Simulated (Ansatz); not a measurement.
System: CAuClO, net charge 0, singlet state. 
Structure (B3LYP-D3(BJ)/def2-TZVP (Ansatz, a first-principles code) minimum search):
SMILES: [Cl][Au]<-[C-]#[O+]
```xyz
4

Au     0.0000     0.0000    -0.0230
Cl     0.0000     0.0000     2.2276
O      0.0000     0.0000    -3.0591
C      0.0000     0.0000    -1.9301
```
Charge 0, spin multiplicity 1.

Basis-set convergence of Hartree-Fock and MP2 correlation energies (hartree) with Ansatz. Correlated levels leave the core frozen unless marked. No spin-orbit coupling. Frozen are the shells of the preceding noble gas and the d and f shells that filled before the atom's block. In def2 rows, elements after Kr have scalar-relativistic effective core potentials.

```csv
basis,functions,E(HF),"E(corr, MP2)"
def2-SVPD,105,-706.85854,-0.75264
def2-TZVPPD,187,?,?
```

Task: Fill in the missing entries.

Result: 
- def2-TZVPPD, E(HF): -707.15607
- def2-TZVPPD, E(corr, MP2): -0.97809
